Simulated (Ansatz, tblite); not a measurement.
Forces on Zn2Cl6 at its r2SCAN-D4/def2-SVP geometry. The state is a singlet with charge 0.

The xTB rows come from tblite. The restricted singlet is unstable towards broken spin symmetry in Hartree–Fock (as tested in another run); at PBE-D4/def2-TZVP this wasn't settled. In the singlet, Cl3 and Cl8 lie 2.20 Å apart (atoms count from 1), so these atoms are partly bonded to each other. Another isomer (singlet) lies 0.15 eV lower at PBE0-D4/def2-TZVP; other spin states weren't run for this one.

GFN1-xTB (tblite), largest force 1.75 eV/Å:

```xyz
8
positions Å, forces eV/Å
Zn    1.233   -0.317   -1.053    0.452    0.093   -0.105
Zn   -1.523   -0.506    0.100   -0.540   -0.071    0.180
Cl    1.463    1.241    0.913   -1.622   -0.148    0.627
Cl   -0.741    0.527   -1.860    0.140   -0.082    0.209
Cl    3.287    0.459   -1.061   -0.454   -0.175   -0.003
Cl    0.243   -2.055    0.071    0.010    0.260   -0.046
Cl   -3.431   -0.520    1.053    0.370   -0.072   -0.284
Cl   -0.530    1.172    1.836    1.645    0.194   -0.578
```

GFN2-xTB (tblite), largest force 1.28 eV/Å:

```
Zn 0.216 -0.145 -0.302
Zn -0.235 -0.151 -0.083
Cl -1.156 -0.031 0.547
Cl 0.007 0.078 0.144
Cl 0.040 -0.009 -0.032
Cl -0.007 0.116 0.115
Cl -0.007 -0.042 -0.052
Cl 1.142 0.182 -0.338
```

PBE-D4/def2-TZVP (Ansatz), largest force 0.81 eV/Å:

```
Zn -0.017 -0.004 0.004
Zn 0.093 -0.023 -0.079
Cl -0.715 -0.003 0.360
Cl -0.025 0.026 -0.036
Cl 0.069 0.002 -0.033
Cl 0.003 -0.047 0.019
Cl -0.161 -0.026 0.048
Cl 0.753 0.075 -0.283
```
